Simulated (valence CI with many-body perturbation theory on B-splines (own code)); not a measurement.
# Hyperfine factors and g values of Tm LV

Calculated by valence CI with perturbative core correlation (CI+MBPT): five valence electrons over a frozen Dirac-Fock core [Ne], radial functions for each j: 9 s, 9 p, 8 d, 6 f, 3 g, 1 h, with the one-electron correlation potential Σ1, the two-electron term Σ2, the three-electron term Σ3, Breit, model QED; selected CI, second order for the rest (own B-spline code, finite nucleus).

The last digits are not significant, and no measured levels were compared; by estimate large intervals hold to a few tenths of a per cent, small ones and those within an open d or f shell to about a per cent. Among the levels kept, up to 580 cm⁻¹ of a level comes from second order outside the variational space, and about a tenth of that is noise between levels of different J, which matters for small intervals.

A/g_I is the dipole constant over the nuclear g factor μ/I (μ in nuclear magnetons, uniformly magnetised nucleus), B/Q the quadrupole constant per barn. Both hold the static response of the core; the bare values leave it out. Large factors of s and p1/2 electrons are usually good to 5 to 10 %; those of open d and f shells near neutrality can be off by tens of per cent, and small factors of p3/2, d and f electrons come from cancelling terms and can be off by a factor of two or in sign, in half-filled shells by more. B is blank for J = 1/2, where it vanishes, and for nearly pure S terms. Energies count from the lowest level.

Levels are named by their leading jj configuration (3d3/2^4 stands for four electrons in 3d with j = 3/2), which in mixed levels can hold well under half, so a name can repeat and another be missing. Letters in brackets count levels of one name in rising energy.

```tsv
Level	E (eV)	g	A/g_I (MHz)	A/g_I bare	B/Q (MHz/b)	B/Q bare
(3s^2 3p1/2^2 3p3/2) J=3/2	0.00	1.350	162000	161000	311000	306000
(3s^2 3p1/2^2 3d3/2) J=3/2	209.79	0.778	86600	88900	49700	51500
(3s^2 3p1/2 3p3/2^2) J=3/2	241.66	1.452	-64300	-60000	28800	28400
(3s^2 3p1/2 3p3/2^2) J=5/2	252.61	1.188	398000	393000	-834	-817
(3s^2 3p1/2 3p3/2^2) J=1/2	266.59	0.650	1330000	1300000		
(3s^2 3p1/2^2 3d5/2) J=5/2	279.64	1.200	43100	45400	39000	41300
(3s 3p1/2^2 3p3/2^2) J=5/2	397.91	1.459	877000	862000	79200	78000
(3s 3p1/2^2 3p3/2^2) J=3/2	425.59	1.148	-459000	-444000	-39700	-39100
(3s 3p1/2^2 3p3/2^2) J=1/2	426.62	2.073	3570000	3490000		
(3s^2 3p1/2 3p3/2 3d3/2) J=5/2 [a]	449.39	0.956	299000	296000	-35500	-33900
(3s^2 3p1/2 3p3/2 3d3/2) J=3/2 [a]	452.22	0.906	295000	292000	-195000	-193000
(3s^2 3p1/2 3p3/2 3d3/2) J=1/2 [a]	452.22	0.208	489000	483000		
(3s^2 3p1/2 3p3/2 3d3/2) J=7/2	460.66	1.029	295000	292000	333000	331000
(3s^2 3p1/2 3p3/2 3d3/2) J=5/2 [b]	487.62	1.170	52600	55300	317000	314000
(3s^2 3p1/2 3p3/2 3d3/2) J=1/2 [b]	496.30	1.667	915000	897000		
(3s^2 3p1/2 3p3/2 3d3/2) J=3/2 [b]	496.45	1.226	-29200	-24500	14000	12800
(3s^2 3p1/2 3p3/2 3d5/2) J=7/2 [a]	508.20	1.303	-53100	-48800	350000	348000
(3s^2 3p3/2^3) J=3/2	509.95	1.301	170000	170000	-338000	-333000
(3s^2 3p1/2 3p3/2 3d5/2) J=3/2 [a]	518.61	1.344	-184000	-176000	-119000	-117000
(3s^2 3p1/2 3p3/2 3d5/2) J=9/2	520.12	1.185	221000	219000	341000	339000
(3s^2 3p1/2 3p3/2 3d5/2) J=5/2 [a]	522.14	1.124	289000	286000	-231000	-226000
(3s^2 3p1/2 3p3/2 3d5/2) J=5/2 [b]	542.24	1.266	-44000	-40100	30900	31900
(3s^2 3p1/2 3p3/2 3d5/2) J=7/2 [b]	542.51	1.118	252000	249000	10100	12000
(3s^2 3p1/2 3p3/2 3d5/2) J=3/2 [b]	550.40	0.930	389000	384000	36400	36600
(3s^2 3p1/2 3p3/2 3d5/2) J=1/2	553.93	1.232	-394000	-382000		
(3s 3p1/2^2 3p3/2 3d3/2) J=5/2 [a]	603.15	1.268	688000	677000	94700	93000
(3s 3p1/2^2 3p3/2 3d3/2) J=3/2 [a]	605.19	1.270	400000	396000	1310	-15.5
(3s 3p1/2^2 3p3/2 3d3/2) J=1/2 [a]	606.99	2.418	2100000	2060000		
(3s 3p1/2^2 3p3/2 3d3/2) J=7/2	612.38	1.263	657000	647000	316000	314000
(3s 3p1/2^2 3p3/2 3d3/2) J=3/2 [b]	629.32	1.002	320000	316000	-169000	-167000
(3s 3p1/2^2 3p3/2 3d3/2) J=5/2 [b]	640.80	0.876	-158000	-151000	189000	189000
(3s 3p1/2^2 3p3/2 3d3/2) J=1/2 [b]	644.58	0.558	655000	643000		
(3s 3p1/2 3p3/2^3) J=3/2 [a]	650.94	1.482	678000	668000	-282000	-279000
(3s 3p1/2^2 3p3/2 3d5/2) J=9/2	662.60	1.354	519000	512000	334000	332000
(3s 3p1/2 3p3/2^3) J=5/2	666.96	1.290	1050000	1030000	-364000	-359000
(3s^2 3p1/2 3d3/2^2) J=5/2	671.42	0.776	251000	249000	72700	72300
(3s 3p1/2^2 3p3/2 3d5/2) J=5/2 [a]	677.60	1.380	759000	746000	-169000	-166000
(3s 3p1/2^2 3p3/2 3d5/2) J=7/2 [a]	685.23	1.255	367000	362000	179000	179000
(3s 3p1/2 3p3/2^3) J=1/2	685.60	1.367	-1050000	-1020000		
(3s 3p1/2^2 3p3/2 3d5/2) J=3/2 [a]	686.63	1.137	-363000	-350000	-160000	-158000
```

**Question.** Take the isotope of mass number 171, with I = 1/2, μ = -0.23 μN. What is the hyperfine structure of (3s^2 3p1/2^2 3d3/2) J=3/2?

**Answer.** From the table A = -39800 MHz. Shifts from the centre of gravity in MHz: F = 1: 49800, F = 2: -29800.
